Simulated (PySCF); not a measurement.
Highest orbital energy against ionisation energy along group 15

Calculated with PySCF 2.14, no spin-orbit coupling. Each cell gives −ε(HOMO) / ΔSCF in eV; NIST values include spin-orbit coupling, (s) semi-empirical, (t) theoretical.

```tsv
species	UHF	LDA	PBE	PBE0	r2SCAN	NIST (lowest levels)
N+ (aug-cc-pVTZ with one added diffuse shell each of s, p, d, f type, non-relativistic)	30.364 / 29.193	21.998 / 30.041	22.020 / 29.888	24.237 / 29.898	22.790 / 30.127	29.601 (s)
P+ (aug-cc-pV(T+d)Z with one added diffuse shell each of s, p, d, f type, non-relativistic)	19.729 / 19.163	14.919 / 19.818	14.989 / 19.783	16.334 / 19.820	15.413 / 19.948	19.769 (s)
As+ (aug-cc-pVTZ-PP with one added diffuse shell each of s, d, f type with ECP10MDF, ECP)	18.440 / 17.979	13.984 / 18.579	13.964 / 18.430	15.248 / 18.503	14.417 / 18.685	18.589
Sb+ (aug-cc-pVTZ-PP with one added diffuse shell each of d, f type with ECP28MDF, ECP)	16.391 / 16.005	12.621 / 16.654	12.554 / 16.467	13.683 / 16.532	12.935 / 16.654	16.626 ± 0.025
Bi+ (aug-cc-pVTZ-PP with one added diffuse shell each of d, f type with ECP60MDF, ECP)	15.663 / 15.310	12.105 / 15.985	11.998 / 15.766	13.080 / 15.826	12.361 / 15.912	16.703
```

Q: How far is −ε(HOMO) from ΔSCF on average for each method, and why?

A: UHF 0.59 eV; LDA -5.09 eV; PBE -4.96 eV; PBE0 -3.60 eV; r2SCAN -4.68 eV. Hartree-Fock orbital energies lack relaxation and so exceed the ΔSCF value; semilocal functionals have convex E(N) from self-interaction, so their HOMO lies far too high; exact exchange moves hybrids part of the way back.
